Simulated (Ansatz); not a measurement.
```xyz
7

N    -0.0700   -0.4415    0.9530
Si   -0.0816    0.2312   -0.5990
F     0.0711   -0.8186   -1.7922
S     1.6142    1.4812   -0.6798
H     0.7540   -0.8183    1.3902
H    -0.8968   -0.5190    1.5205
H    -1.3908    0.8850   -0.7927
```

Charge 0, multiplicity 2.

Task: List the ωB97M-V/def2-TZVPP orbital energies in eV (Ansatz 0.2.0). (Best estimate.)

Result: Ansatz gave: α occupied: -2427.34, -1808.39, -677.36, -394.74, -221.26, -164.61, -164.25, -164.15, -149.26, -103.41, -103.38, -103.36, -35.94, -27.15, -22.86, -18.16, -17.07, -15.96, -15.26, -15.13, -13.14, -11.97, -11.36, -10.39, -10.15. α empty: 2.18, 2.96, 3.09, 3.62, 4.28, 4.67, 6.23, 6.49. β occupied: -2427.18, -1808.39, -677.36, -394.70, -221.13, -164.15, -164.10, -164.04, -149.27, -103.41, -103.39, -103.36, -35.92, -27.07, -21.88, -18.05, -17.02, -15.88, -15.25, -15.03, -13.06, -11.62, -10.66, -9.74. β empty: -2.53, 2.22, 3.05, 3.23, 3.65, 4.34, 4.74, 6.36. ⟨S²⟩ = 0.753.
